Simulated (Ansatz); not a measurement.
Gas-phase electronic energies from Ansatz, PBE0-D4/def2-TZVP geometries. CCSD(T)/CBS adds triple-zeta CCSD(T) − MP2 to the extrapolated MP2 energy (def2 sets, frozen cores). This one scheme is used for every species.

`C#CC(C)[SiH3]` + CH₃SH → `C#CSC` + `CC[SiH3]`  (substitution at a C–C bond)

`C#CC(C)[SiH3]`:

Cartesian coordinates in Å:
```
C -1.985 0.835 -1.372
C -1.217 0.252 -0.654
C -0.256 -0.407 0.206
C 0.752 -1.255 -0.578
Si 0.612 0.918 1.252
H -2.673 1.343 -2.005
H -0.799 -1.050 0.910
H 0.241 -2.024 -1.161
H 1.453 -1.746 0.100
H 1.324 -0.636 -1.272
H 1.369 1.830 0.356
H -0.383 1.691 2.035
H 1.563 0.251 2.184
```

CH₃SH:

Cartesian coordinates in Å:
```
C 0.132 0.275 -0.385
S -0.996 -0.741 0.593
H 0.426 1.176 0.151
H -0.420 0.567 -1.278
H 1.014 -0.288 -0.691
H -0.156 -0.989 1.610
```

`C#CSC`:

Cartesian coordinates in Å:
```
C 1.222 -1.152 -1.534
C 0.474 -1.037 -0.596
S -0.569 -0.952 0.711
C -0.720 0.838 0.903
H 1.883 -1.251 -2.362
H 0.251 1.280 1.124
H -1.148 1.283 0.007
H -1.393 0.993 1.747
```

`CC[SiH3]`:

```xyz
11

C    -1.125   -0.643    0.583
C     0.172    0.156    0.675
Si    0.951    0.506   -0.996
H    -1.552   -0.830    1.572
H    -0.963   -1.613    0.107
H    -1.878   -0.114   -0.006
H     0.908   -0.376    1.288
H    -0.002    1.114    1.176
H     0.013    1.283   -1.853
H     1.266   -0.770   -1.699
H     2.210    1.285   -0.847
```

```json
{"species": "`C#CC(C)[SiH3]`", "MP2/def2-SVP energy (Eh)": "-445.42806"}
{"species": "CH₃SH", "MP2/def2-SVP energy (Eh)": "-437.85005"}
{"species": "`C#CSC`", "MP2/def2-SVP energy (Eh)": "-513.69496"}
{"species": "`CC[SiH3]`", "MP2/def2-SVP energy (Eh)": "-369.57636"}
```

**Question.** Work out ΔE.

**Answer.** ΔE = (-513.69496) + (-369.57636) − (-445.42806) − (-437.85005) = 0.00679 Eh = +17.8 kJ/mol. CCSD(T)/CBS gives +12.0 kJ/mol.

Largest T1 diagnostic among the species: 0.012.

From BLYP to BHLYP (50 % exact exchange), in def2-TZVPP and without D4, ΔE moves by +10.3 kJ/mol. At CCSD(T), def2-SVP lies +6.4 kJ/mol from the extrapolated value and def2-TZVPP +0.6 kJ/mol. In def2-TZVPP, CCSD(T) changes the Hartree–Fock value by −3.2 kJ/mol (the triples alone add −2.0 kJ/mol) and MP2 by −4.8 kJ/mol.
